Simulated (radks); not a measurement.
Results of a calculation; reference values are marked as such.
Task: Te39+, 13 electrons, occupied as [Ne] 3s2 3p1. Code: a radial shooting solver on a logarithmic mesh with Libxc functionals. Model: non-relativistic Kohn-Sham, PBE, spin-polarised, spherical densities, point nucleus; open shells are filled with parallel spins first (spin-orbit coupling, left out, can overturn this in heavy ions); relativity is left out, which matters for an element this heavy. Some entries of the table are withheld. Estimate them.

| orbital | occ. | eigenvalue (hartree) | <r> (bohr) | <1/r> (bohr^-1) |
|---|---|---|---|---|
| 1s up | 1 | -1205.289 | 0.02923 | 51.49 |
| 1s down | 1 | -1205.204 | 0.02923 | 51.49 |
| 2s up | 1 | -250.6550 | 0.1239 | 12.00 |
| 2s down | 1 | -250.5803 | 0.1239 | 12.00 |
| 2p up | 3 | -241.5411 | 0.1054 | 11.97 |
| 2p down | 3 | -241.4420 | 0.1054 | 11.97 |
| 3s up | 1 | -101.1728 | (1) | 4.974 |
| 3s down | 1 | -100.8101 | (2) | 4.969 |
| 3p up | 1 | -97.90880 | 0.2815 | 4.925 |
| 3p down | 0 | -97.54675 | 0.2816 | 4.924 |
| 3d up | 0 | -93.02938 | 0.2447 | 4.806 |
| 3d down | 0 | -92.73793 | 0.2445 | 4.812 |
| 4s up | 0 | -54.18074 | 0.5451 | 2.700 |
| 4s down | 0 | -54.05010 | 0.5457 | 2.698 |

Result: 
(1) 3s up <r> (bohr): 0.2960
(2) 3s down <r> (bohr): 0.2962
